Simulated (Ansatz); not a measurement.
Gas-phase electronic energies from Ansatz, PBE0-D4/def2-TZVP geometries. CCSD(T)/CBS is the MP2 limit (def2-TZVPP, def2-QZVPP) plus CCSD(T) − MP2 in def2-TZVPP, frozen cores. This one scheme is used for every species. Each species was taken in one conformer, which may not be the lowest.

Reaction (ligand exchange at the Si–C bond): `B[SiH2]CS` + H–F → `B[SiH2]F` + CH₃SH

`B[SiH2]CS`:

Z-matrix (Å, degrees):
```
Si
C 1 1.888
B 1 2.008 2 113.4
H 1 1.492 2 109.1 3 121.6
H 1 1.492 2 109.1 3 -121.5
S 2 1.806 1 110.5 3 179.8
H 2 1.093 1 108.5 3 58.5
H 2 1.093 1 108.4 3 -58.9
H 3 1.197 1 123.4 2 -0.1
H 3 1.196 1 119.4 2 180.0
H 6 1.344 2 98.2 1 179.9
```

H–F:

Cartesian coordinates in Å:
```
F -0.297 0.236 -0.260
H 0.297 -0.236 0.260
```

`B[SiH2]F`:

Cartesian coordinates in Å:
```
B 0.315 -0.619 -0.983
Si -0.210 0.408 0.651
F -1.132 -0.427 1.667
H -0.012 -1.747 -1.199
H 1.001 -0.072 -1.797
H -0.971 1.629 0.262
H 1.008 0.828 1.399
```

CH₃SH:

```xyz
6

C    -0.121   -0.404   -0.252
S     0.445    1.301   -0.061
H     0.556   -1.106    0.233
H    -0.120   -0.606   -1.323
H    -1.134   -0.534    0.125
H     0.375    1.349    1.278
```

```tsv
species	CCSD(T)/CBS(def2) energy (Eh)
`B[SiH2]CS`	-753.86807
H–F	-100.39570
`B[SiH2]F`	-416.08532
CH₃SH	-438.22835
```

Question: Work out ΔE.

Answer: ΔE = (-416.08532) + (-438.22835) − (-753.86807) − (-100.39570) = -0.04990 Eh = -31.3 kcal/mol.

Largest T1 diagnostic among the species: 0.012.

In def2-TZVPP, CCSD(T) changes the Hartree–Fock value by +7.8 kcal/mol (the triples alone add +1.1 kcal/mol) and MP2 by +8.2 kcal/mol. From BLYP to BHLYP (50 % exact exchange), in def2-TZVPP and without D4, ΔE moves by −0.9 kcal/mol.
